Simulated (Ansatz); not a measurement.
```yaml
crystal:
  periodic: [false, false, false]
  atoms:
    - {symbol: S, position_ang: [-1.061775, -0.037637, -2.202629]}
    - {symbol: B, position_ang: [-1.034611, -0.297575, -0.455044]}
    - {symbol: Si, position_ang: [0.603306, -1.053201, 0.387305]}
    - {symbol: Sb, position_ang: [1.856000, 0.959606, 1.420961]}
    - {symbol: H, position_ang: [-2.252171, 0.577789, -2.329661]}
    - {symbol: H, position_ang: [-1.961541, 0.047156, 0.211999]}
    - {symbol: H, position_ang: [1.546674, -1.715972, -0.555380]}
    - {symbol: H, position_ang: [0.307971, -1.991101, 1.505239]}
    - {symbol: H, position_ang: [0.398736, 1.602196, 2.042466]}
    - {symbol: H, position_ang: [1.680511, 1.857540, -0.022457]}
basis:
  gaussian: {orbitals: STO-3G}
hamiltonian: {xc: {name: r2SCAN50}}
output: {forces: true}
```

```sh
$ ansatz run in.yaml --threads 4 --pin off --events-out ev --progress --plain --max-ram 10444MiB
```

Shortened log:

```
Functional definition: r2SCAN50
618 factors; integrals over basis functions are off by at most 7.0e-5 eV
mean field evaluation 1: about -189442.7071 eV, gradient 1.3e1 eV
mean field evaluation 2: about -189443.2355 eV, gradient 7.5e0 eV
mean field evaluation 4: about -189443.4525 eV, gradient 4.4e-1 eV
mean field evaluation 8: about -189443.4402 eV, gradient 1.1e-2 eV
mean field -189443.44020143 eV, -6961.9180180268 hartree, gradient 6.0e-5 eV, S^2 0.000000; 0 other end points of the search recorded, 0 dependent functions left out
reference -189443.44020565 eV, -6961.9180181818 hartree; 46, 46 occupied and 10, 10 virtual orbitals, 618 factors
Total energy: -189443.44020565 eV, -6961.9180181818 hartree
Atom 0 at    -1.061775    -0.037637    -2.202629 Å, force    -0.039894    -0.107490     1.161273 eV/Å
Atom 1 at    -1.034611    -0.297575    -0.455044 Å, force     0.068054     0.011643    -0.399725 eV/Å
Atom 2 at     0.603306    -1.053201     0.387305 Å, force     0.366178    -0.275067     0.369789 eV/Å
Atom 3 at     1.856000     0.959606     1.420961 Å, force    -1.768037     0.289233    -1.064456 eV/Å
Atom 4 at    -2.252171     0.577789    -2.329661 Å, force     0.070389    -0.105470     0.145535 eV/Å
Atom 5 at    -1.961541     0.047156     0.211999 Å, force     0.823929    -0.300074    -0.584804 eV/Å
Atom 6 at     1.546674    -1.715972    -0.555380 Å, force    -1.038332     0.572937     0.869164 eV/Å
Atom 7 at     0.307971    -1.991101     1.505239 Å, force     0.238880     0.831094    -1.166763 eV/Å
Atom 8 at     0.398736     1.602196     2.042466 Å, force     1.057370    -0.381968    -0.335292 eV/Å
Atom 9 at     1.680511     1.857540    -0.022457 Å, force     0.221463    -0.534838     1.005278 eV/Å
Dipole moment:    -0.446818     0.017010    -0.289250 e Å
```

Run time 1.8 s (4 threads of an Arm Neoverse V1 on a shared host); peak host memory 0.15 GiB.
